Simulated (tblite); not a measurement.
Isomers of C4H6F4. Level: GFN2-xTB in tblite, geometry and Hessian alike; calculated harmonic values, unscaled, isolated species. Against measured fundamentals such values can be off by several per cent, at times by over 20. One conformer each.

Electronic energies: GFN2-xTB at the same geometries; isomer energies are rough at this level and their order can be wrong.

| SMILES | electronic energy, lowest = 0 (kJ/mol) |
| --- | --- |
| CC(C)(F)C(F)(F)F | 1.2 |
| CC(C(F)F)C(F)F | 15.0 |
| FC[C@@H](F)[C@@H](F)CF | 62.8 |
| FCCCC(F)(F)F | 0.0 |

**Question.** How do GFN2-xTB zero-point energies change the relative energies?

**Answer.** 
```csv
SMILES,ZPE (kJ/mol),of it from modes above 1550 cm⁻¹,electronic (kJ/mol),"with ZPE, lowest = 0 (kJ/mol)",lowest mode (cm⁻¹),rings
FCCCC(F)(F)F,259.3,107.4,0.0,2.7,35,0
CC(C)(F)C(F)(F)F,255.4,109.6,1.2,0.0,59,0
CC(C(F)F)C(F)F,258.6,107.3,15.0,17.0,66,0
FC[C@@H](F)[C@@H](F)CF,257.6,106.3,62.8,63.7,51,0
```

The zero-point energies span 3.9 kJ/mol, from `CC(C)(F)C(F)(F)F` to `FCCCC(F)(F)F`. With it `CC(C)(F)C(F)(F)F` becomes the lowest.

**Question.** What do entropy and thermal enthalpy add at 298.15 K and 1 bar (rigid rotor, harmonic oscillator, one conformer each)?

**Answer.** 
| SMILES | point group | symmetry number | S (J/(mol K)) | H − H(0) (kJ/mol) | ZPE + H − H(0) − TS (kJ/mol) |
| --- | --- | --- | --- | --- | --- |
| FCCCC(F)(F)F | C1 | 1 | 383.4 | 24.23 | 169.2 |
| CC(C)(F)C(F)(F)F | Cs | 1 | 379.2 | 25.52 | 167.9 |
| CC(C(F)F)C(F)F | C1 | 1 | 382.4 | 24.81 | 169.4 |
| FC[C@@H](F)[C@@H](F)CF | Ci | 1 | 387.2 | 24.97 | 167.1 |
